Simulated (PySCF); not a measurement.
## Partial charges of `C#C[P@@](=O)([O-])c1ccccc1`

Species: C₈H₆O₂P (charge -1).
Cartesian coordinates in Å at the GFN2-xTB level; atoms count from 1:
```
atom  x, y, z in Å
C1     3.2404    1.1319    0.8425
C2     2.6127    0.2624    0.3016
P3     1.7715   -1.1089   -0.5445
O4     2.1080   -1.0690   -1.9926
O5     1.9799   -2.3615    0.2297
C6     0.0721   -0.4595   -0.2644
C7    -0.5163    0.3754   -1.1982
C8    -1.7896    0.8723   -0.9855
C9    -2.4798    0.5331    0.1674
C10   -1.8939   -0.3042    1.1036
C11   -0.6205   -0.7983    0.8849
H12    3.7761    1.9031    1.3206
H13    0.0415    0.6178   -2.0911
H14   -2.2515    1.5251   -1.7168
H15   -3.4776    0.9205    0.3358
H16   -2.4370   -0.5694    2.0031
H17   -0.1430   -1.4588    1.5939
```

Density: PBE0/pcSseg-1 (PySCF); schemes: Mulliken, IAO, Hirshfeld and ESP-fitted. One conformer (not necessarily the lowest) at the GFN2-xTB geometry, without solvent, vibrations or thermal averaging. The pcSseg-1 basis has no diffuse functions, a weakness for an anion.

**Question.** Do the Mulliken, IAO, Hirshfeld and ESP-fitted schemes agree on where the charge is highest?

**Answer.** All schemes agree: Mulliken P3 (+1.329); IAO P3 (+1.748); Hirshfeld P3 (+0.352); ESP-fitted P3 (+1.098).

**Question.** At which atom do the 4 schemes differ most?

**Answer.** At P3: from +0.352 (Hirshfeld) to +1.748 e (IAO), 1.396 e apart.

**Question.** Tabulate the Mulliken, IAO, Hirshfeld and ESP-fitted charges.

**Answer.** In e:

| atom | environment | Mulliken | IAO | Hirshfeld | ESP-fitted |
| --- | --- | --- | --- | --- | --- |
| C1 | terminal alkyne carbon | -0.469 | -0.288 | -0.167 | -0.438 |
| C2 | alkyne carbon | -0.062 | -0.317 | -0.120 | -0.170 |
| P3 | phosphoryl phosphorus | +1.329 | +1.748 | +0.352 | +1.098 |
| O4 | oxygen bonded to P | -0.674 | -0.989 | -0.468 | -0.752 |
| O5 | oxygen bonded to P | -0.674 | -0.989 | -0.469 | -0.752 |
| C6 | substituted aromatic carbon | -0.522 | -0.265 | -0.053 | -0.194 |
| C7 | aromatic CH carbon | +0.002 | -0.139 | -0.051 | -0.039 |
| C8 | aromatic CH carbon | -0.087 | -0.169 | -0.069 | -0.203 |
| C9 | aromatic CH carbon | -0.101 | -0.171 | -0.073 | -0.149 |
| C10 | aromatic CH carbon | -0.087 | -0.169 | -0.069 | -0.204 |
| C11 | aromatic CH carbon | +0.004 | -0.139 | -0.051 | -0.029 |
| H12 | alkyne hydrogen | +0.015 | +0.172 | +0.064 | +0.269 |
| H13 | aromatic hydrogen | +0.071 | +0.161 | +0.039 | +0.106 |
| H14 | aromatic hydrogen | +0.062 | +0.131 | +0.032 | +0.120 |
| H15 | aromatic hydrogen | +0.059 | +0.129 | +0.030 | +0.115 |
| H16 | aromatic hydrogen | +0.062 | +0.131 | +0.032 | +0.120 |
| H17 | aromatic hydrogen | +0.071 | +0.161 | +0.040 | +0.102 |

Mean size of the charges over all atoms: IAO 0.369 e, ESP-fitted 0.286 e, Mulliken 0.256 e, Hirshfeld 0.128 e. Each set sums to the total charge, -1, to within 0.001 e. The ESP scheme is a least-squares fit of atom-centred charges to the potential on four shells outside the van der Waals surface, with the total charge fixed. The IAO scheme projects the occupied orbitals on a minimal set of polarised atomic orbitals and counts the electrons in each atom's part of it.

**Question.** How closely do the schemes follow one another over all atoms?

**Answer.** Correlation coefficient and root-mean-square difference: IAO with ESP-fitted 0.98, 0.192 e; Mulliken with IAO 0.96, 0.196 e; Hirshfeld with ESP-fitted 0.96, 0.234 e; Mulliken with ESP-fitted 0.95, 0.132 e; IAO with Hirshfeld 0.94, 0.399 e; Mulliken with Hirshfeld 0.88, 0.283 e.

**Question.** How many electrons does the Hirshfeld scheme count on C7?

**Answer.** Z − q = 6 − (-0.051) = 6.051.
